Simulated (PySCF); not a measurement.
**Trend along the chalcogens: MCd cations**

r²SCAN with double-zeta basis sets in PySCF, for the lowest determinant that a PBE0 search found; no spin–orbit coupling. De refers to high-spin ground-configuration atoms (the charge goes to the atom of lower measured ionisation energy or higher electron affinity, which is not always the lowest computed limit). A positive dipole points towards Cd; it is taken about the centre of mass and depends on that origin.

```
 M      basis  charged atom  state (unpaired electrons)  Re (Å)  ωe (cm⁻¹)  De (eV)  μ (D)
 O  def2-SVPD           Cd+               doublet (π ↑)   2.008        524     1.29   3.93
 S   def2-SVP           Cd+               doublet (π ↑)   2.348        338     1.78   2.88
Te   def2-SVP           Cd+               doublet (π ↑)   2.643        187     1.90   4.48
```

The shortest bond is that of CdO⁺ (2.008 Å), the longest that of CdTe⁺ (2.643 Å).

The rows differ in basis set, which adds steps of its own.

Down a group the atoms grow and get heavier, so bonds lengthen and wavenumbers fall; this series shows no clear exception.

Spin–orbit coupling is left out, which matters for elements this heavy, above all for dissociation energies. For an ion De counts to the pair picked by the measured ionisation energies or electron affinities, which need not be the lowest pair at this level. States were picked by a PBE0 search and need not be the measured ground states.
